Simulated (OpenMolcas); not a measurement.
# Levels of Kr4+ by method

| Quantity | Value |
| --- | --- |
| Program | OpenMolcas 26.06 |
| Basis | ANO-R2 [6s5p4d3f1g] |
| Scalar Hamiltonian | X2C, finite nucleus |
| Active space | 4 electrons in 4 orbitals (4s 4p) |
| State averaging | 2S+1 = 3 even, 6 roots; 2S+1 = 1 even, 11 roots; 2S+1 = 5 odd, 1 root; 2S+1 = 3 odd, 9 roots; 2S+1 = 1 odd, 8 roots |
| Spin-orbit coupling | RASSI with atomic mean-field integrals over the reference wave functions, term energies averaged over their components |

Methods on the same reference wave functions:
A. CASSCF
B. SS-CASPT2, IPEA 0.25 Eh, imaginary shift 0.1 Eh (closed shells correlated: 3d)
C. MS-CASPT2, IPEA 0.25 Eh, imaginary shift 0.1 Eh (closed shells correlated: 3d)

Energies in cm⁻¹ above 4s² 4p² ³P₀, the measured ground level; measured values from Saloman, J. Phys. Chem. Ref. Data 36, 215 (2007).

```csv
Level,A,B,C,Measured
4s² 4p² ³P₀,0.0,0.0,0.0,0.0
4s² 4p² ³P₁,3365,3340,3340,3743
4s² 4p² ³P₂,7129,6890,6910,7595
4s² 4p² ¹D₂,21982,18740,18780,19723
4s² 4p² ¹S₀,37693,38640,38720,39204
4s 4p³ ⁵S°₂,83753,94460,94540,
4s 4p³ ³D°₂,136083,125850,125930,
4s 4p³ ³D°₁,136246,125890,125980,
4s 4p³ ³D°₃,137003,126570,126660,131016
4s 4p³ ³P°₀,152673,146750,146840,147925
4s 4p³ ³P°₁,153058,146990,147070,148287
4s 4p³ ³P°₂,153657,147460,147550,148668
4s 4p³ ¹D°₂,195170,171830,171920,163387
4s 4p³ ³S°₁,199573,183390,183480,185064
4s 4p³ ¹P°₁,211873,192820,192910,194041
```

Deviations, from unrounded energies. A percentage is the sum of absolute deviations over the sum of measured energies, with the sign that they share, or ± where signs differ.

```json
{"Against measurement": "mean absolute deviation (cm-1)", "Levels": "11", "A": "8100", "B": "2000", "C": "2000"}
{"Against measurement": "fine structure of the ground term (%)", "Levels": "2", "A": "-7.4", "B": "-9.8", "C": "-9.5"}
{"Against measurement": "other terms of the ground configuration (%)", "Levels": "2", "A": "±6.4", "B": "-2.6", "C": "-2.4"}
{"Against measurement": "other configurations (%)", "Levels": "7", "A": "+7.6", "B": "±1.7", "C": "±1.7"}
```

B, C lie about equally close to measurement and A furthest from it. The largest miss of C in the table is 4s 4p³ ¹D°₂, by +8500 cm-1. The ranking rests on the paired levels alone, and a cruder setting can come out closer through cancelling errors.

Between B and C the level of the table that moves most is 4s 4p³ ³S°₁, by 87 cm-1 (lowest in B, highest in C). Moves below CASPT2's spread within the term are not significant.

The mean deviations of B to C differ by less than CASPT2's widest spread within a term (1700 cm-1), so their order carries little weight.

From A to B the spin-free energies of the other terms of 4s² 4p² shown, above ³P, scale by factors of 0.78 to 1.03.

The lowest spin-free term lies below A's lowest term by 0.499 hartree in B, 0.499 hartree in C.

CASPT2 does not keep the components of a term degenerate, so their means are used; among the terms shown or strongly mixed into the levels shown the widest spread is 1700 cm-1 (4s 4p³ ¹D°, C). Over all roots computed the reference weight is 0.86 to 0.97 in B, 0.86 to 0.97 in C; the roots of lowest weight are the least certain, and an intruder state may touch them. Terms of s pⁿ other than that of highest spin mix with s² pⁿ⁻² d, which this space lacks; all of them can be thousands of cm-1 off, and some have no real level of that name. Some levels mix across a computed gap that differs much from the measured one, so their mixing is not that of the real levels (holds for A). Measured partners are found by configuration, term and J. A level has none where our copy of the source lacks it or the pairing is in doubt (some pairs that miss far off the trend of their configuration count as doubtful), and it then counts in no deviation. Only configurations of the active space appear. The table leaves out levels that lie high or whose names do not pair safely across all columns.

° marks odd parity.
